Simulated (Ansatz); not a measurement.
Geometry optimisation, Ansatz 0.2.0, RKS B3LYP-D4/def2-SVP.

Input file:

```yaml
crystal:
  periodic: [false, false, false]
  atoms:
    - { symbol: B, position_ang: [-1.1685, 0.3158, -0.3855] }
    - { symbol: O, position_ang: [-0.3884, 0.3628, 0.8404] }
    - { symbol: C, position_ang: [0.6849, -0.3294, 0.3596] }
    - { symbol: S, position_ang: [0.1187, -0.8426, -1.1727] }
    - { symbol: H, position_ang: [-1.7486, 1.2572, -0.9571] }
    - { symbol: H, position_ang: [1.5885, 0.3616, 0.2345] }
    - { symbol: H, position_ang: [0.9747, -1.1934, 1.0351] }
basis:
  gaussian: { orbitals: def2-SVP }
hamiltonian:
  xc: b3lyp
  dispersion: d4
relax:
  f_tol: 0.02
  max_steps: 50
```

Command:

```bash
$ ansatz run input.yaml --threads 1 --pin off --max-ram 2048MiB --backend cpu --events-out ev --progress --plain --runs-dir out
```

Q: Where does it end, and by what steps?

A: The forces met the threshold. After 5 steps the energy has fallen by 0.987 eV; H5 moved furthest, 0.41 Å.

```json
{"step": "0", "energy less start (eV)": "0.0000", "largest force component (eV/Å)": "3.330", "accepted": "yes"}
{"step": "1", "energy less start (eV)": "-0.6807", "largest force component (eV/Å)": "2.033", "accepted": "yes"}
{"step": "2", "energy less start (eV)": "-0.9281", "largest force component (eV/Å)": "0.991", "accepted": "yes"}
{"step": "3", "energy less start (eV)": "-0.9834", "largest force component (eV/Å)": "0.152", "accepted": "yes"}
{"step": "4", "energy less start (eV)": "-0.9865", "largest force component (eV/Å)": "0.071", "accepted": "yes"}
{"step": "5", "energy less start (eV)": "-0.9866", "largest force component (eV/Å)": "0.017", "accepted": "yes"}
```

```xyz
7
Properties=species:S:1:pos:R:3
B -0.984 0.438 -0.476
O -0.310 0.577 0.707
C 0.748 -0.320 0.388
S 0.118 -0.754 -1.312
H -2.002 0.987 -0.784
H 1.723 0.189 0.364
H 0.769 -1.185 1.068
```

The run took 51 s on 1 CPU thread of a shared host.
